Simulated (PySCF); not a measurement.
C2H5O2, charge +1. Atoms are numbered in the order given.

```xyz
9

C     -1.4104     0.1420     0.0839
C      0.0547    -0.0208    -0.0103
O      0.5565    -0.4071    -1.1173
O      0.8769     0.2304     0.9441
H     -1.6504     1.1885    -0.1855
H     -1.9094    -0.5152    -0.6408
H     -1.7730    -0.0478     1.1043
H      1.5372    -0.4607    -1.1134
H      0.4627     0.5219     1.7796
```
Charge +1, spin multiplicity 1.

Geometry: B3LYP-D3(BJ)/def2-SVP. The isomer is the one that the SMILES or the coordinates give; other isomers of the formula were not compared. The values are those of a single conformer.

Method: KT2/pcSseg-1 in PySCF.

GIAO shieldings, no solvent; atoms listed in one row are averaged. δ = σ(ref) − σ: ¹³C against TMS (σ = 185.1 ppm); ¹⁷O against H2O (σ = 330.4 ppm); ¹H against TMS (σ = 31.47 ppm), references at their B3LYP-D3(BJ)/def2-TZVP geometries, non-relativistic.

Computed chemical shifts:
```
nucleus       atoms  count  δ (ppm)
-------  ----------  -----  -------
¹³C              C2      1    190.4
¹³C              C1      1     23.5
¹⁷O              O4      1    253.3
¹⁷O              O3      1    236.1
¹H               H9      1     9.45
¹H               H8      1     9.27
¹H       H5, H6, H7      3     3.56
```
